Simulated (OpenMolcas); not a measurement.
## Levels of Se⁴⁺ by method

- Program: OpenMolcas 26.06
- Basis: ANO-RCC-VQZP [7s6p4d2f1g]
- Scalar Hamiltonian: DKH2, point nucleus
- Active space: 2 electrons in 4 orbitals (4s 4p)
- State averaging: 2S+1 = 3 even, 3 roots; 2S+1 = 1 even, 7 roots; 2S+1 = 3 odd, 3 roots; 2S+1 = 1 odd, 3 roots
- Spin-orbit coupling: state interaction with AMFI integrals over the reference wave functions, term energies averaged over their components

Methods on the same reference wave functions:
A. CASSCF
B. SS-CASPT2, IPEA 0.25 Eh, imaginary shift 0.1 Eh (closed shells correlated: 3d)
C. MS-CASPT2, IPEA 0.25 Eh, imaginary shift 0.1 Eh (closed shells correlated: 3d)

Energies in cm⁻¹ above 4s² ¹S₀, the measured ground level; measured values from the list in Rauch et al., Astron. Astrophys. 606, A105 (2017).

```csv
Level,A,B,C,Measured
4s² ¹S₀,0.0,0.0,0.0,0.0
4s 4p ³P°₀,86706,87499,87582,89749
4s 4p ³P°₁,88149,88927,89009,91350
4s 4p ³P°₂,91260,92053,92135,94960
4s 4p ¹P°₁,141282,133050,133133,131733
4p² ³P₀,210063,210336,210416,211794
4p² ³P₁,211895,212265,212347,214091
4p² ³P₂ [66 %],214513,213726,213808,218615
4p² ¹D₂ [66 %],227801,218113,218195,213203
4p² ¹S₀,256956,247504,247670,248787
```

Deviations, from unrounded energies. A percentage is the sum of absolute deviations over the sum of measured energies, with the sign that they share, or ± where signs differ.

```csv
Against measurement,Levels,A,B,C
mean absolute deviation (cm-1),9,5600,2600,2500
other configurations (%),9,±3.3,±1.5,±1.5
```

B, C lie about equally close to measurement and A furthest from it. The largest miss of C in the table is 4p² ¹D₂ [66 %], by +5000 cm-1. The ranking rests on the paired levels alone, and a cruder setting can come out closer through cancelling errors.

Between B and C the level of the table that moves most is 4p² ¹S₀, by 170 cm-1 (lowest in B, highest in C).

The lowest spin-free term lies below A's lowest term by 0.078 hartree in B, 0.079 hartree in C.

Over all roots computed the reference weight is 0.93 to 0.99 in B, 0.93 to 0.99 in C; the roots of lowest weight are the least certain, and an intruder state may touch them. The ¹D term of p² mixes with s d, which this space lacks. Some levels mix across a computed gap that differs much from the measured one, so their mixing is not that of the real levels (holds for B; C). Computed and measured levels are paired by configuration, term and J; levels that our copy of the source lacks, or whose pairing is in doubt (as where it misses far off the trend of its configuration), stay unpaired and out of the deviations. Levels of configurations outside the active space are missing.

A share in square brackets marks a mixed level and gives the weight of the term that names it, the lowest over the columns. ° marks odd parity.
